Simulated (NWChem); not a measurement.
CH4N2OSi; SMILES N[SiH2]N=C=O

```xyz
9

N     -0.7689     2.1613     0.0024
Si     0.5758     1.0902     0.0039
N      0.1966    -0.6003     0.0017
C     -0.1294    -1.7545    -0.0012
O     -0.4456    -2.8918    -0.0040
H     -1.3296     2.2854     0.8367
H     -1.3265     2.2870    -0.8337
H      1.3567     1.3421    -1.2273
H      1.3521     1.3398     1.2385
```
Atoms are numbered in this order, from 1.

Computed with NWChem. Geometry: optimised at B3LYP/6-31G* (spherical d). Level: M05-2X/def2-SVP with SMD (1 M gas to 1 M solution), gas-phase geometry. Reactions with the solvent are ignored.

```json
[
 {"solvent": "water", "dielectric constant": "78.4", "solvation free energy (kcal/mol)": "0.6", "cavity-dispersion-structure term (kcal/mol)": "6.8", "dipole in solution (D)": "3.45"},
 {"solvent": "dimethyl sulfoxide", "dielectric constant": "46.8", "solvation free energy (kcal/mol)": "-2.9", "cavity-dispersion-structure term (kcal/mol)": "1.8", "dipole in solution (D)": "3.18"},
 {"solvent": "toluene", "dielectric constant": "2.37", "solvation free energy (kcal/mol)": "-2.2", "cavity-dispersion-structure term (kcal/mol)": "0.5", "dipole in solution (D)": "2.97"},
 {"solvent": "tetrahydrofuran", "dielectric constant": "7.43", "solvation free energy (kcal/mol)": "-3.3", "cavity-dispersion-structure term (kcal/mol)": "0.8", "dipole in solution (D)": "3.12"},
 {"solvent": "ethanol", "dielectric constant": "24.9", "solvation free energy (kcal/mol)": "-1.8", "cavity-dispersion-structure term (kcal/mol)": "4.0", "dipole in solution (D)": "3.37"},
 {"solvent": "1,4-dioxane", "dielectric constant": "2.21", "solvation free energy (kcal/mol)": "-1.4", "cavity-dispersion-structure term (kcal/mol)": "1.1", "dipole in solution (D)": "2.96"}
]
```
